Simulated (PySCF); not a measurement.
Deprotonation sites of 4-fluorotoluene

System: `Cc1ccc(F)cc1` (C7H7F). Atom numbers as in the mapped SMILES `[CH3:1][c:2]1[cH:3][cH:4][c:5]([F:6])[cH:7][cH:8]1`. These are map numbers, not IUPAC locants.

Energies: ωB97X-D3(BJ)/ma-def2-TZVP (PySCF, density fitting, integration grid level 2) on PBE0-D3(BJ)/ma-def2-SVP structures. The prefix ma- adds one diffuse s and one diffuse p function on all atoms but H. Thermal corrections: GFN2-xTB frequencies, unscaled, ideal gas at 298.15 K and 1 bar, quasi-RRHO entropy. These were taken at the GFN2-xTB minima.

```csv
site,product,ΔH(acid) / eV,ΔG(acid) / eV,gas share,"above best in 1,4-dioxane / eV"
C1 (benzylic-type carbon),[CH2-]c1ccc(F)cc1,16.77,16.50,> 99.9 %,0.000
C4 (aromatic carbon),Cc1c[c-]c(F)cc1,17.01,16.68,< 0.1 %,0.035
```

ΔH and ΔG refer to AH → A⁻ + H⁺ in the gas phase. Shares are Boltzmann weights among the listed products; an error of 10 kJ/mol changes a ratio about 56-fold. Sites whose products fell apart, merged with another or lost in a GFN2-xTB screen aren't listed. Values in solvent are IEF-PCM free energies relative to the most favourable product.

Of the listed sites C1 (benzylic-type carbon) is favoured in the gas phase, 0.18 eV ahead of C4 in free energy.

In 1,4-dioxane the product from C1 is solvated 1.14 eV more strongly than the parent (electrostatics only).

Vertical detachment energies of the anions: `[CH2-]c1ccc(F)cc1` 0.87 eV.

Deprotonation enthalpy (ΔH), Gas-phase acidity (ΔG): the gap is larger than usual, and may come from another state, site, conformer or species, from the functional or basis, or from an outlying measurement.

Measured values (NIST Chemistry WebBook, evaluated or the median of agreeing entries): deprotonation enthalpy (ΔH) 1588 kJ/mol (computed 1618, difference 30); gas-phase acidity (ΔG) 1558 kJ/mol (computed 1592, difference 34). These are compared with the most favourable site that keeps the skeleton.

Caveats: C3 is not listed: the run failed or kept an imaginary mode, or the ion rearranged or equalled another.
